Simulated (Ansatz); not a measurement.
`F[CH2][SnH2][SH]` + H₂O → `[OH][SnH2][SH]` + `CF`  (formal hydrolysis of the Sn–C bond)

Computed with Ansatz on PBE0-D4/def2-TZVP structures; ΔE is electronic, products minus reactants. CBS: MP2 limit from def2 TZ/QZ plus the TZ coupled-cluster correction, frozen cores. This one scheme is used for every species. DFT in def2-TZVPP. Elements past krypton have def2 core potentials. For Sn outer-core shells are correlated without core-valence functions, which leaves a few kJ/mol of doubt a bond. Each species was taken in one conformer, which may not be the lowest.

`F[CH2][SnH2][SH]`:

Z-matrix (Å, degrees):
```
C
Sn 1 2.168
F 1 1.386 2 108.8
H 1 1.093 2 111.5 3 -119.6
H 1 1.092 2 110.2 3 118.8
S 2 2.402 1 106.7 3 -60.5
H 2 1.707 1 109.9 3 59.3
H 2 1.706 1 111.9 3 -175.9
H 6 1.344 2 92.8 1 51.5
```

H₂O:

Cartesian coordinates in Å:
```
O -0.336 -0.089 0.176
H -0.130 0.705 -0.322
H 0.465 -0.616 0.146
```

`[OH][SnH2][SH]`:

Z-matrix (Å, degrees):
```
Sn
S 1 2.398
O 1 1.964 2 108.5
H 1 1.698 2 112.7 3 113.4
H 1 1.704 2 105.9 3 -118.3
H 2 1.344 1 93.3 3 -67.0
H 3 0.960 1 112.7 2 -46.3
```

`CF`:

```xyz
5

C     0.047   -0.023   -0.031
F    -1.022    0.501    0.660
H     0.690    0.793   -0.368
H    -0.324   -0.583   -0.892
H     0.608   -0.688    0.631
```

Task: Is it downhill or uphill in electronic energy at CCSD(T)/CBS, and by how much? (Best estimate.)

Result: Ansatz gave: Downhill: ΔE = -56.6 kJ/mol.

Task: What do these levels give: PBE-D4, r2SCANh-D4, PBE-QIDH, BLYP, r2SCAN, LC-ωPBE, CCSD/def2-SVP, CCSD(T)/def2-SVP, SCS-MP2/def2-TZVPP, CCSD/def2-TZVPP, HF/CBS(def2), CCSD/CBS(def2)? (Best estimate.)

Result: Computed: PBE-D4 -53.6, r2SCANh-D4 -59.9, PBE-QIDH -57.7, BLYP -65.6, r2SCAN -61.8, LC-ωPBE -60.0, CCSD/def2-SVP -63.9, CCSD(T)/def2-SVP -63.5, SCS-MP2/def2-TZVPP -62.6, CCSD/def2-TZVPP -57.4, HF/CBS(def2) -75.9, CCSD/CBS(def2) -57.6 kJ/mol.

Largest T1 diagnostic among the species: 0.013.

At CCSD(T), def2-SVP lies −6.9 kJ/mol from the extrapolated value and def2-TZVPP +0.2 kJ/mol. Leaving LDA and LC-ωPBE aside and taking each functional with its dispersion term where it has one, the values, not all of them listed here, spread over 14.9 kJ/mol, from B97M-V to HSE06-D4. LDA lies +7.6 kJ/mol from PBE without D4. The D4 term adds +4.5 kJ/mol with B3LYP and +2.6 kJ/mol with PBE0; it sums over pairs of atoms, weighted by their polarisabilities, and B3LYP, whose exchange is more repulsive, gets the larger term.

B3LYP here is the variant with VWN-RPA as its local correlation; programs differ in this.
